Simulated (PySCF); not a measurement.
Sn(H)(vinyl)(OH)2 (C2H6O2Sn), SMILES C=[CH][SnH]([OH])[OH]. Geometry optimised at PBE-D3(BJ)/def2-SVP. The structure was generated by enumeration; whether it is a known compound was not checked. The def2 effective core potentials stand for the cores of Sn; spin–orbit coupling is left out. The values are those of a single conformer.

Computed equilibrium geometry at PBE-D3(BJ)/def2-SVP (PySCF confirms it by a frequency run) as Cartesian coordinates in Å (one conformer of several):
```xyz
11

Sn     0.2718     0.1763     0.0285
O      1.0037    -0.6885     1.6935
O      1.3030    -0.5590    -1.5399
C     -1.8029    -0.3580     0.0364
C     -2.7481     0.5073    -0.3714
H      0.5979     1.8713    -0.0784
H      1.9584    -0.4948     1.7662
H      1.1135    -1.5128    -1.6336
H     -2.0821    -1.3645     0.3942
H     -3.8212     0.2433    -0.3678
H     -2.5054     1.5245    -0.7270
```
Charge 0, spin multiplicity 1.
